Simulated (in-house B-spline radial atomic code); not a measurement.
A fraction x of an electron is moved 5s → 5f in neutral antimony, starting from [Kr] 4d10 5s2 5p3 and keeping the highest spin. Level of theory: scalar-relativistic (X2C) r2SCAN, spin-polarised, spherical fractional occupations, Fermi nucleus of rms radius 4.6802 fm; calculated with an all-electron radial atomic-structure program (B-spline basis).

```csv
x,E(x) - E(0) (eV),5s down level (eV),5f up level (eV)
0,0.0000,-11.503,-
0.25,3.0542,-13.039,-0.108
0.375,?,?,?
0.5,6.4602,-14.486,-0.192
0.625,?,?,?
0.75,10.1942,-15.857,-0.271
0.875,12.1831,-16.546,-0.310
1,14.2507,-,-0.347
```

**Question.** What belongs in the row x = 0.375?

**Answer.** An energy change of 4.7146 eV; 5s down at -13.781 eV, 5f up at -0.151 eV.

**Question.** What belongs in the row x = 0.625?

**Answer.** An energy change of 8.2869 eV; 5s down at -15.166 eV, 5f up at -0.232 eV.

**Question.** Check Janak's theorem between x = 0.75 and 0.875.

**Answer.** The slope of the energy is 15.91 eV; the orbital levels give 15.91 eV (ε of the receiving orbital less ε of the emptying one, averaged over the two points).
